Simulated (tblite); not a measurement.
Species: C5H3N3.
Bonds: N1–C2 (triple), C2–C3, C3–C4, C4–C5, C5–N6 (triple), C4–C7, C7–N8 (triple). Hydrogens: H9, H10 on C3; H11 on C4.

Computed with GFN2-xTB (tblite), gas phase: nudged elastic band of 9 images (0 to 8), spring 0.2 eV/Å², climbing image at the end, force threshold 0.05 eV/Å. No saddle search or frequency run followed, so the top image need not be a first-order saddle, and its height can exceed the method's true barrier by a kcal/mol or more.

The band describes a rotation about C3–C4 (sp3 carbon next to a nitrile, sp3 carbon next to a nitrile), followed by the dihedral C2–C3–C4–C5, from the optimised start (173°) to a second optimised geometry at -61°.

**Question.** Give the energy profile along the converged band.

**Answer.** 
```tsv
image	dihedral (°)	E (kJ/mol)	C3–C4 (Å)	C2···C5 (Å)	largest true force (eV/Å)
0	173	0.00	1.548	3.72	0.01
1	-171	1.53	1.548	3.72	0.03
2	-155	5.38	1.551	3.68	0.04
3	-139	9.70	1.554	3.62	0.04
4	-122	12.06	1.556	3.51	0.04
5	-107	11.12	1.555	3.38	0.04
6	-91	7.75	1.552	3.22	0.04
7	-75	4.28	1.549	3.05	0.03
8	-61	2.83	1.547	2.92	0.01
```

Barriers of this band. The top is image 4 at -122°: 12.06 kJ/mol forward and 9.23 kJ/mol back; the end lies 2.83 kJ/mol above the start. The central bond is 0.008 Å longer at the top than at the start.

**Question.** What rate follows at 350 K for crossing this barrier forward?

**Answer.** Taking the electronic barrier for the free energy of activation (no zero-point or entropy terms, transmission 1), rate = (kT/h)·exp(−ΔE/kT) ≈ 1 × 10^11 s⁻¹, whose inverse is 9 × 10^-12 s. An error of 1 kcal/mol in the barrier changes this by a factor of 4, and the method and the loose band can each miss by that much or more.

**Question.** How would the two end points share their population at 350 K, from these energies alone?

**Answer.** exp(−ΔE/kT) with ΔE = 0.029 eV gives 0.38 for the higher one (end) against 1 for the lower, without vibrational, rotational or degeneracy terms. GFN2-xTB can put conformers this close in the wrong order.

**Question.** How long is the path, and how are the images spaced?

**Answer.** Cartesian distances between aligned neighbours (all atoms, Å): 0.66, 0.64, 0.64, 0.64, 0.63, 0.63, 0.63, 0.61; the sum is 5.09 Å, and the top lies 51 % of the way along.

The cost below is that of the whole band run. The run took 5.2 s wall on one thread of an Arm Neoverse N1, no GPU, shared host.
